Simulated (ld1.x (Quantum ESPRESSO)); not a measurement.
strontium (Sr), PAW: configuration errors across variants

```json
{"Element": "Sr", "Generator": "ld1.x (Quantum ESPRESSO) 7.5", "Type": "PAW", "Functional": "PBE", "Relativity": "scalar-relativistic", "Frozen core": "[Ar] 3d10", "Valence charge": "10", "Reference configuration": "4s2 4p6 4d0 5s1.5 5p0 (charge +0.5)", "Partial waves": "4s (bound): rcut 1.75, rcutus 2.20 bohr; 5s (bound): rcut 1.75, rcutus 2.20 bohr; 4p (bound): rcut 2.45, rcutus 2.65 bohr; 5p (bound, empty): rcut 2.45, rcutus 2.65 bohr; 4d (bound, empty): rcut 2.55, rcutus 3.25 bohr; 4d channel at 0.15 Ry: rcut 2.55, rcutus 3.25 bohr", "Local potential": "all-electron potential smoothed inside 2.60 bohr (lloc = -2)", "Core correction": "a·sin(br)/r model core inside 1.65 bohr", "Augmentation charge": "PSQ, inside the norm-conserving radii"}
```

All-electron excitation energies from the reference (eV): (1) 4s2 4p6 4d0 5s2 5p0 -2.339; (2) 4s2 4p6 4d0 5s1 5p0 3.546; (3) 4s2 4p6 4d0 5s0 5p0 14.553; (4) 4s2 4p5 4d0 5s2 5p0 25.970; (5) 4s2 4p6 4d0 5s1 5p1 -0.040; (6) 4s2 4p6 4d1 5s0 5p0 5.310; (7) 4s2 4p6 4d1 5s1 5p0 -0.015.

The overlap operator is not positive definite (basis up to 400 Ry) in “local potential all-electron potential smoothed inside 1.40 bohr (lloc = -2)”, “local potential all-electron potential smoothed inside 2.45 bohr (lloc = -1)”. Such files are unfit for use, however small their errors in these radial tests.

3 further variants failed, have other tests or too few solved ones, and are left out.

Errors AE − PS in meV (a dash: test not solved or not reliable):

| change | (1) | (2) | (3) | (4) | (5) | (6) | (7) | bound ghosts |
| --- | --- | --- | --- | --- | --- | --- | --- | --- |
| base | +0.1 | -0.2 | -1.1 | -15 | +0.1 | -2.3 | -1.4 | none |
| local potential all-electron potential smoothed inside 1.40 bohr (lloc = -2) | +0.1 | -0.1 | 0.0 | +56 | +0.2 | +0.4 | +0.2 | not determined (overlap not positive) |
| waves 4p (bound): rcut 2.45, rcutus 2.62 bohr; 5p (bound): rcut 2.45, rcutus 2.62 bohr | +0.1 | -0.2 | -1.1 | -15 | +0.1 | -2.3 | -1.4 | none |
| core correction a·sin(br)/r model core inside 1.26 bohr | +0.1 | -0.2 | -1.1 | -14 | +0.1 | -2.3 | -1.4 | none |
| local potential all-electron potential smoothed inside 2.45 bohr (lloc = -1) | +0.1 | -0.2 | +0.3 | -32 | +0.3 | -0.5 | +0.1 | not determined (overlap not positive) |
| waves 4d (bound): rcut 2.08, rcutus 2.20 bohr; 4d channel at 0.15 Ry: rcut 2.08, rcutus 2.20 bohr | +0.1 | -0.2 | -1.1 | -15 | +0.1 | -2.3 | -1.4 | none |

Problem. Give the same row for: type ultrasoft; local potential all-electron potential smoothed inside 2.75 bohr (lloc = -1).

Solution. +0.1, -0.1, +0.5, -41, -2.8, +1.2, +1.0; bound ghosts: none.
